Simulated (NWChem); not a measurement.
Molecule: SiPH5O; SMILES O[SiH2]P

```xyz
8

Si    -0.5057     0.6450     0.0106
O      0.7187     1.7768     0.1035
P      0.0923    -1.5466     0.0395
H     -1.3417     0.8927     1.2084
H     -1.3242     0.8146    -1.2254
H      1.3656     1.7762    -0.6159
H      1.1044    -1.4176     1.0332
H      1.0057    -1.4720    -1.0531
```
Atoms are numbered in this order, from 1.

The geometry was optimised at B3LYP/6-31G* (spherical d).

Task: Give the principal values of the shielding tensors (ppm) of Si1, O2, P3 from Hartree-Fock/6-31G* (spherical d), GIAO (NWChem), with their diamagnetic and paramagnetic parts as GIAO splits them.

Result: 
```json
[
 {"atom": "Si1", "σ11": "389.0", "σ22": "453.9", "σ33": "516.3", "isotropic": "453.1", "diamagnetic": "878.1", "paramagnetic": "-425.0"},
 {"atom": "O2", "σ11": "287.4", "σ22": "320.9", "σ33": "340.2", "isotropic": "316.2", "diamagnetic": "394.7", "paramagnetic": "-78.5"},
 {"atom": "P3", "σ11": "600.3", "σ22": "623.3", "σ33": "647.7", "isotropic": "623.8", "diamagnetic": "967.2", "paramagnetic": "-343.4"}
]
```
